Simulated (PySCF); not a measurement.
C7H4OS.
Cartesian coordinates in Å at the PBE0-D3(BJ)/def2-SVP level; atoms count from 1:
```xyz
13
C7H4OS angstrom
C      3.5208    0.0295    0.1091
C      2.3096   -0.0029    0.1266
C      0.8878   -0.0151    0.1492
C      0.1113    1.0980    0.2502
C     -1.3303    1.0161    0.2679
S     -2.3054    2.3433    0.3945
C     -1.8286   -0.3391    0.1659
C     -0.9806   -1.3842    0.0699
O      0.3557   -1.2576    0.0605
H      4.5958    0.0545    0.0931
H      0.5895    2.0751    0.3197
H     -2.9051   -0.5132    0.1678
H     -1.2849   -2.4287   -0.0094
```

All values: CAM-B3LYP/def2-SVPD (PySCF, non-relativistic), on one gas-phase PBE0-D3(BJ)/def2-SVP geometry that isn't relaxed in the solvent. The solvent is an IEF-PCM continuum (Bondi radii, 1.10 Å for H, scaled by 1.2). Specific hydrogen bonds and non-electrostatic terms are outside this model.

Gas phase at CAM-B3LYP/def2-SVPD: HOMO -7.52 eV, LUMO -1.60 eV, dipole 4.61 D.

Problem. What does the continuum do to the energy, the frontier levels and the dipole at CAM-B3LYP/def2-SVPD in chloroform and water?

Solution. 
```json
{"solvent": "chloroform", "ε": "4.711", "E(solvent) − E(gas) (kcal/mol)": "-5.97", "polarisation term (kcal/mol)": "-7.32", "distortion of the solute (kcal/mol)": "1.35", "HOMO (eV)": "-7.75", "LUMO (eV)": "-1.61", "dipole (D)": "6.44"}
{"solvent": "water", "ε": "78.36", "E(solvent) − E(gas) (kcal/mol)": "-8.61", "polarisation term (kcal/mol)": "-11.52", "distortion of the solute (kcal/mol)": "2.91", "HOMO (eV)": "-7.88", "LUMO (eV)": "-1.64", "dipole (D)": "7.31"}
```

The first energy column is the sum of the next two and covers electrostatics alone. From chloroform to water the lowering changes by a factor 1.44, Onsager's factor (ε − 1)/(2ε + 1) by 1.38 and ε itself by 16.6.

Problem. Which radius a makes the point-dipole formula ΔE = −[(ε − 1)/(2ε + 1)]·μ²/a³ give the value in water, with the gas-phase dipole?

Solution. μ = 1.814 au and |ΔE| = 0.01372 Eh give a = 2.59 Å; the farthest nucleus lies 4.46 Å from the centroid of the nuclei, so such a sphere wouldn't even hold the nuclei. The formula assumes a rigid point dipole at the centre of a sphere.

Problem. Give the dipole vector in the frame of the coordinates (D, pointing from negative to positive charge), gas and water.

Solution. Gas (3.01, -3.48, -0.34), solvent (4.68, -5.58, -0.54). Its length changes by +58 % and its direction by less than 1°.

Problem. How does the static polarisability (CAM-B3LYP/def2-SVPD, frozen core, with the continuum's full static response) change?

Solution. 
```
    medium  isotropic (au)  principal values (au)  ⟨r²⟩ of the electrons (bohr²)
       gas           120.1     61.6, 107.9, 190.6                         1511.4
chloroform           158.8     77.5, 140.5, 258.5                         1511.8
     water           179.1     88.6, 158.1, 290.5                         1512.1
```

The isotropic value in water is 1.49 times the gas-phase one; no cavity-field correction is applied. ⟨r²⟩ is taken about the centre of nuclear charge.
